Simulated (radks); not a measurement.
Values are calculated unless marked as measured or tabulated.
Ionisation of the praseodymium ion Pr2+, [Xe] 4f3, to [Xe] 4f2 as the strength of local exchange is varied. Level of theory: Dirac Kohn-Sham, Slater X-alpha exchange (alpha = 2/3 is LDA exchange), no correlation, spin-unpolarised, spherical densities, point nucleus; open shells are shared between the two j in proportion to 2j + 1 (a radial shooting solver on a logarithmic mesh with Libxc functionals).

| alpha | E(Pr2+) (hartree) | exchange (hartree) | IE (eV) | -e of the level emptied (eV) | <r> of it (bohr) |
|---|---|---|---|---|---|
| 0.667 | -9229.6841 | -203.9328 | 20.173 | 12.421 (4f7/2) | 1.165 |
| 0.774 | -9262.4569 | -237.4851 | 22.917 | 14.747 (4f7/2) | 1.108 |
| 0.853 | -9286.7277 | -262.4016 | 25.050 | 16.599 (4f7/2) | 1.073 |
| 0.863 | -9289.8044 | -265.5643 | 25.326 | 16.841 (4f7/2) | 1.068 |
| 0.931 | -9310.7527 | -287.1225 | 27.237 | 18.529 (4f7/2) | 1.042 |
| 0.951 | -9316.9227 | -293.4803 | 27.811 | 19.039 (4f7/2) | 1.035 |

NIST Atomic Spectra Database: 21.624 eV (measured). The Delta-SCF value meets it near alpha = 0.72. Spin polarisation and multiplet splitting are left out, so open shells lie too high by an amount that depends on their filling. Sharing an open shell by 2j + 1 raises it above the true ground level by a part of the spin-orbit splitting, which enters the differences from NIST.

Beside tabulated values, note that spin-unpolarised runs miss the spin-polarisation part of the exchange energy of open shells.
